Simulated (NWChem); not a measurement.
## Electron attachment to ditellurium (Te₂)

```
Te
Te 1 2.5636
```
Charge 0, spin multiplicity 3.

The numbers come from NWChem runs, not from measurements. The geometry was optimised at UPBE0/def2-SVP with def2 effective core potentials on Te, a minimum by its harmonic frequencies.

Basis set: def2-TZVPD. −ε marks an orbital energy of the parent. The basis adds only a small set of diffuse functions.

Effective core potentials replace the inner electrons of Te; spin-orbit coupling is left out. B3LYP has NWChem's definition, with VWN1-RPA local correlation. The unpaired electrons of the parent sit in orbitals of symmetry b2g and b3g (D2h labels of the run); other states weren't searched. No SCF solution was tested for a lower state. Open-shell Hartree-Fock references start from PBE0 orbitals.

For the vertical electron affinity, −ε(beta LUMO) of BLYP gives 4.31 eV and −ε(beta LUMO) of PBE gives 4.38 eV. What do −ε(beta LUMO) of B3LYP, −ε(beta LUMO) of r2SCAN, −ε(beta LUMO) of HF give?

−ε(beta LUMO) of B3LYP: 3.95 eV; −ε(beta LUMO) of r2SCAN: 4.25 eV; −ε(beta LUMO) of HF: 0.76 eV.
